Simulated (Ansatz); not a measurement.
Start from `BC(F)CC` and change one atom or group to get `BC(F)[SiH3]`.

Ansatz, PBE0-D4/def2-TZVP geometries, multiplicity 1. Each molecule was computed in one conformer, which needn't be the lowest.

```
                                          property  `BC(F)CC`
size of the dipole moment (ωB97M-V/def2-TZVPP) / D       1.91
                LUMO energy (PBE0/def2-TZVPP) / eV      -1.71
    size of the dipole moment (PBE/def2-TZVPP) / D       1.82
                 HOMO energy (PBE/def2-TZVPP) / eV      -7.02
               LUMO energy (B3LYP/def2-TZVPP) / eV      -1.96
                HOMO energy (PBE0/def2-TZVPP) / eV      -8.56
```

Question: Give the same properties after the change, and the shifts. (An estimate is asked.)

Answer: Ansatz gave: 
| property | `BC(F)[SiH3]` | shift |
| --- | --- | --- |
| size of the dipole moment (ωB97M-V/def2-TZVPP) / D | 1.56 | -0.35 |
| LUMO energy (PBE0/def2-TZVPP) / eV | -1.55 | 0.16 |
| size of the dipole moment (PBE/def2-TZVPP) / D | 1.46 | -0.36 |
| HOMO energy (PBE/def2-TZVPP) / eV | -7.01 | 0.01 |
| LUMO energy (B3LYP/def2-TZVPP) / eV | -1.76 | 0.20 |
| HOMO energy (PBE0/def2-TZVPP) / eV | -8.42 | 0.14 |

Dipoles are sizes alone; their direction can turn.

B3LYP here is the variant with VWN-RPA as its local correlation; programs differ in this.
